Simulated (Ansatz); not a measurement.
**The HOMO–LUMO gap down a group: O to Se**

Gas-phase molecules, one atom swapped for its congeners: C5H8O (allyl vinyl ether) `C=CCOC=C`; C5H8S `C=CCSC=C`; C5H8Se `C=CC[Se]C=C`. All are singlets with charge 0.

Shapes, held fixed at every level: PBE0-D4/def2-TZVP. Flexible molecules stand in one conformer, not always the lowest. Programs: Ansatz 0.2.0. Values in eV.

**Question.** How should the HOMO–LUMO gap change along the series?

**Answer.** At wB97X-V/def2-TZVPP the HOMO–LUMO gap falls at every step, from 11.35 to 10.25 eV. Every level shows the same order. Relativity is left out for Se. Orbital gaps aren't excitation energies, and the LUMO depends on the basis.

| level | C5H8O | C5H8S | C5H8Se |
| --- | --- | --- | --- |
| PBE-D4/def2-TZVPP | 4.44 | 3.88 | 3.85 |
| r2SCAN-D4/def2-TZVPP | 4.91 | 4.27 | 4.26 |
| B3LYP-D4/def2-TZVPP | 6.27 | 5.51 | 5.43 |
| PBE0-D4/def2-TZVPP | 6.73 | 5.94 | 5.87 |
| wB97M-V/def2-TZVPP | 11.14 | 10.12 | 9.99 |
| wB97X-V/def2-TZVPP | 11.35 | 10.39 | 10.25 |
